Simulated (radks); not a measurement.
Q: Yb IV, configuration [Xe] 4f10 6s2 6p1 (not the ground configuration). Method: scalar-relativistic Kohn-Sham, BLYP, spin-polarised, spherical densities, point nucleus; open shells are filled with parallel spins first (spin-orbit coupling, left out, can overturn this in heavy ions); computed with a radial shooting solver on a logarithmic mesh with Libxc functionals. Some entries of the table are withheld. Estimate them.

orbital  occ.  eigenvalue (hartree)  <r^2> (bohr^2)
1s up       1             -2253.625       0.0005297
1s down     1             -2253.624       0.0005297
2s up       1             -384.1196        0.008210
2s down     1             -384.1170        0.008210
2p up       3             -338.8348        0.006715
2p down     3             -338.8325        0.006715
3s up       1             -88.87206         0.05373
3s down     1             -88.79152         0.05367
3p up       3             -75.22664         0.05426
3p down     3             -75.14600         0.05419
3d up       5             -58.60310         0.04517
3d down     5             -58.54130         0.04509
4s up       1             -19.76284          0.2657
4s down     1             -19.60257          0.2660
4p up       3             -15.25192          0.3004
4p down     3             -15.09586          0.3009
4d up       5              -9.31570          0.3506
4d down     5              -9.16415          0.3520
5s up       1              -4.08460           1.399
5s down     1              -4.02025           1.417
5p up       3              -2.89334           1.819
5p down     3              -2.84531           1.845
4f up       7              -2.74016          0.5125
4f down     3              -2.59742          0.5279
6s up       1                   (1)           7.243
6s down     1                   (2)           7.290
6p up       1                   (3)           9.934
6p down     0                   (4)           10.19

A: 
(1) 6s up eigenvalue (hartree): -1.18447
(2) 6s down eigenvalue (hartree): -1.15125
(3) 6p up eigenvalue (hartree): -0.89447
(4) 6p down eigenvalue (hartree): -0.86154
